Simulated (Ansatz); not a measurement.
Mulliken charges of `N[SiH]1CN1` from PBE/def2-TZVPP in Ansatz (PBE0-D4/def2-TZVP geometry).

```csv
atom,x (Å),y (Å),z (Å),charge (e)
N1,-1.675,0.788,-0.016,-0.404
Si2,-0.024,0.505,0.233,0.424
C3,0.886,-1.081,0.268,-0.210
N4,0.855,-0.258,-0.996,-0.337
H5,-2.259,0.174,-0.558,0.163
H6,-2.197,1.426,0.560,0.153
H7,0.509,1.640,1.020,-0.091
H8,1.837,-1.121,0.801,0.077
H9,0.434,-2.066,0.164,0.085
H10,1.718,-0.057,-1.474,0.140
```

Q: By hand: the dipole of these point charges (1 e Å = 4.8032 D).

A: Σ q r = (-0.139, 0.037, 0.156) e Å, of length 0.212 e Å = 1.02 D.

Q: How does the dipole of the full density compare? (An estimate is asked.)

A: Computed: (-0.169, 0.129, 0.100) e Å, 1.13 D; the point charges give 0.90 times that, at 28° from its direction.

Point charges leave out the atoms' own dipoles, such as those of lone pairs, and Mulliken's split depends on the basis, so the two needn't agree.
